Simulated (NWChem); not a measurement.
System: AlAsH₃OF; SMILES [OH][Al]([F])[AsH2]

```xyz
7

Al     0.0302     1.0120     0.2360
As    -0.3205    -1.3812     0.3481
H      0.2067    -1.4833    -1.0974
H     -1.7654    -1.1606    -0.1446
F     -1.1042     2.0892     0.8560
O      1.4987     1.6139    -0.4066
H      1.7107     2.5609    -0.4352
```
Atoms are numbered in this order, from 1.

Level: PBE-D3(BJ)/def2-SVP (NWChem), optimised geometry, unscaled harmonic frequencies. 

Problem. List the harmonic frequencies with IR intensities, and the thermochemistry.

Solution. 
```
frequency (cm⁻¹)  IR intensity (km/mol)
----------------  ---------------------
76                                  1.5
128                                 0.5
186                                20.2
199                                17.6
333                                36.5
351                               143.4
509                                 4.2
556                                37.9
582                                82.8
785                               139.1
904                                84.2
954                                15.7
2117                               54.0
2136                               66.5
3800                               77.0
```

- zero-point energy = 19.5 kcal/mol
- thermal correction to the enthalpy at 298.15 K (with zero-point energy) = 24.4 kcal/mol
- heat capacity Cv = 21.8 cal/(mol K)
- entropy at 298.15 K and 1 atm (symmetry number 1) = 84.2 cal/(mol K)
- dipole moment = 0.91 D

Rigid rotor and harmonic oscillator; modes under 100 cm⁻¹ make the entropy uncertain.
